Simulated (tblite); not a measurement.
C6H10BNO.
Cartesian coordinates in Å at the GFN2-xTB level; atoms count from 1:
```xyz
19
C6H10BNO angstrom
C      3.2993   -0.8092    1.6717
O      2.0249   -0.5624    1.1467
B      1.7962    0.1711    0.0485
C      0.3334    0.3577   -0.4088
C     -0.1240    1.0524   -1.5637
C     -1.4854    0.9784   -1.5896
N     -1.9011    0.2729   -0.4996
C     -3.2624   -0.0503   -0.1807
C     -0.8136   -0.1053    0.2086
H      3.4723   -1.8889    1.6917
H      4.0851   -0.3312    1.0785
H      3.3410   -0.4282    2.6960
H      2.6927    0.6619   -0.5536
H      0.4994    1.5465   -2.2827
H     -2.1924    1.3737   -2.2936
H     -3.9333    0.6488   -0.6792
H     -3.5118   -1.0650   -0.5062
H     -3.4205    0.0150    0.8966
H     -0.9096   -0.6750    1.1121
```

Computed with GFN2-xTB (tblite): harmonic, unscaled wavenumbers at the GFN2-xTB geometry, gas phase. Against measured fundamentals such values can be off by several per cent, at times by over 20. Modes of hydrogen on boron can be 10 to 20 % off. One conformer, not necessarily the lowest. The optimisation stopped once no atom felt more than 0.01 eV/Å.

Lowest wavenumbers of the output (negative numbers stand for imaginary wavenumbers):
```
mode    cm-1
  1     -32.3
  2      71.9
  3      91.4
  4      96.6
  5     134.5
  6     192.0
  7     289.8
  8     294.1
  9     341.4
 10     392.6
```

Is this structure a minimum?

Not by this Hessian. 1 mode is imaginary beyond 20i (32i cm⁻¹), so at this level the point lies at or near a first-order saddle. The curvature is small, so loose convergence or finite differences may be the whole cause.

Which atoms move in the imaginary mode?

32i: H17 (methyl hydrogen) 34 %, H18 (methyl hydrogen) 32 %, H16 (methyl hydrogen) 32 %. These are shares of the mass-weighted motion.

What is the remedy?

Step along that mode in both directions, optimise again with tighter thresholds and repeat the frequencies. The zero-point energy of this point (95.2 kcal/mol) counts the 50 real modes alone, and thermal corrections from it aren't those of a minimum.
